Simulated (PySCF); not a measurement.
Simulation results for C₂H₅BO

Computed with PySCF 2.14.0. Calculation on a computer-drawn molecule: the log of a Hartree-Fock and frozen-core CCSD(T) single point meant for a local Hartree-Fock minimum, with one planted fault or none, to be diagnosed. Offsets are logged minus clean, where the clean run is the same molecule without the fault. The reference is restricted for singlets and unrestricted otherwise, and also for a bond in bohr or an excited solution. Adding or removing an electron swaps singlet and doublet. The excited solution moves the top pair (singlet) or top alpha electron (doublet) to the lowest empty orbital. Highest occupied and lowest empty are orbital energies over both spins, largest force is the largest gradient component, triples share is (T) over the correlation energy, the T1 limit is 0.02 restricted and 0.045 unrestricted, electrons count all cores, a negative frequency is imaginary (commonest isotopes), and the dipole is about the centre of nuclear charge.

```yaml
- formula: C2H5BO
  logged_structure:
    atoms_angstrom:
      - [C, -1.65, 0.0843, -0.394]
      - [B, -0.3738, 0.4847, -0.0387]
      - [C, 1.0612, 0.9671, 0.3113]
      - [O, 2.046, -0.0303, 0.4173]
      - [H, -2.0254, 0.1959, -1.4059]
      - [H, -2.3353, -0.3615, 0.3191]
      - [H, 1.337, 1.7321, -0.4299]
      - [H, 1.0348, 1.4921, 1.2689]
      - [H, 1.9755, -0.6232, -0.3156]
  given:
    meant_charge: 0
    meant_multiplicity: 1
    meant_basis: cc-pVDZ
    logged_electrons: 30
    logged_basis_functions: 81
    logged_SCF_converged: "yes"
    logged_spin_squared: 2.0163
    "logged_highest_occupied [eV]": -6.1368
    "logged_lowest_empty [eV]": 0.82168
    "logged_largest_force [hartree/bohr]": 0.087726
    logged_T1_diagnostic: 0.011612
    logged_D1_diagnostic: 0.037572
    logged_triples_share: 0.024832
    logged_CC_converged: "yes"
    "logged_dipole_magnitude [debye]": 2.4001
    logged_SCF_stable_within_its_kind: "yes"
    "logged_energy_HF [hartree]": -178.04588
    "logged_energy_CCSD(T) [hartree]": -178.60479
    possible_faults: "no fault, one electron removed, one electron added, multiplicity raised by two, geometry at a saddle point, SCF held on an excited solution, minimal basis STO-3G, one bond length entered in bohr, all coordinates scaled"
    drawn_bonds_atom: [1, 2, 3, 1, 1, 3, 3, 4]
    drawn_bonds_other_atom: [2, 3, 4, 5, 6, 7, 8, 9]
    drawn_bonds_order: [2, 1, 1, 1, 1, 1, 1, 1]
  results:
    planted_fault: "multiplicity raised by two"
    "HF_energy_offset_from_clean_run [kcal/mol]": 55.3
    "CCSD(T)_energy_offset_from_clean_run [kcal/mol]": 75.21
```
